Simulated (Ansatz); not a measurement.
`[GeH][Br]` + `[OH][Mg][N]([SiH3])[SiH3]` → `[SiH3][N]([SiH3])[GeH]` + `[OH][Mg][Br]`  (redistribution)

Gas-phase electronic energies from Ansatz, PBE0-D4/def2-TZVP geometries. CCSD(T)/CBS adds triple-zeta CCSD(T) − MP2 to the extrapolated MP2 energy (def2 sets, frozen cores). For Br, Ge, Mg outer-core shells are correlated without core-valence functions, which leaves a few kJ/mol of doubt a bond. Scalar relativity is left out up to krypton. Each species was taken in one conformer, which may not be the lowest.

| species | CCSD(T)/CBS(def2) energy (Eh) |
| --- | --- |
| `[GeH][Br]` | -4650.03665 |
| `[OH][Mg][N]([SiH3])[SiH3]` | -912.25844 |
| `[SiH3][N]([SiH3])[GeH]` | -2713.20588 |
| `[OH][Mg][Br]` | -2849.11418 |

**Question.** Work out ΔE.

**Answer.** ΔE = (-2713.20588) + (-2849.11418) − (-4650.03665) − (-912.25844) = -0.02497 Eh = -15.7 kcal/mol.

Largest T1 diagnostic among the species: 0.014.

From PBE to PBE0 (25 % exact exchange), in def2-TZVPP and without D4, ΔE moves by −1.3 kcal/mol. The D4 term adds −1.5 kcal/mol with B3LYP and −0.7 kcal/mol with PBE0; it sums over pairs of atoms, weighted by their polarisabilities, and B3LYP, whose exchange is more repulsive, gets the larger term.

B3LYP here is the variant with VWN-RPA as its local correlation; programs differ in this.
